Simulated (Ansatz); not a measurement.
Sn3F4⁺, relaxed as a doublet with UKS r2SCAN-D4/def2-SVP in Ansatz, starting from the GFN1-xTB geometry. Force threshold 0.02 eV/Å.

In the def2 sets Sn takes a core potential; there is no spin–orbit coupling. The structure comes from a short search, and lower isomers may exist.

Start:

```
atom   x (Å)   y (Å)   z (Å)
 Sn1  -0.379  -0.825  -1.837
 Sn2   0.808  -1.655   0.896
 Sn3  -0.247   1.424   0.541
  F4   0.598   0.962  -1.442
  F5  -1.690   0.265  -0.656
  F6   1.601   0.263   0.854
  F7  -0.692  -0.434   1.644
```

(1) Estimate the energy that the relaxation releases and the steps that it takes.

(2) Does the start keep its bonding and symmetry?

(3) Predict the relaxed structure.

## Answers

(1) 18.7 kJ/mol, in 4 steps; 20 s on 4 threads of Arm Neoverse V1 on a shared host. No frequencies were taken in this run, so the end may be a saddle point.

(2) By distances, no bond broke or formed. The bond that changes most is Sn1–Sn2, from 3.09 to 3.36 Å (atoms count from 1). The end is the same structure that another start reached. Point group Cs at the start, C2v at the end, both within 0.05 Å.

(3) 
```
atom   x (Å)   y (Å)   z (Å)
 Sn1  -0.425  -0.814  -1.962
 Sn2   0.864  -1.715   1.003
 Sn3  -0.260   1.499   0.569
  F4   0.582   0.944  -1.422
  F5  -1.660   0.261  -0.652
  F6   1.570   0.253   0.847
  F7  -0.672  -0.427   1.618
```
Bond lengths (bridged metal pairs left out): 8 × F–Sn 2.10 to 2.23 Å.
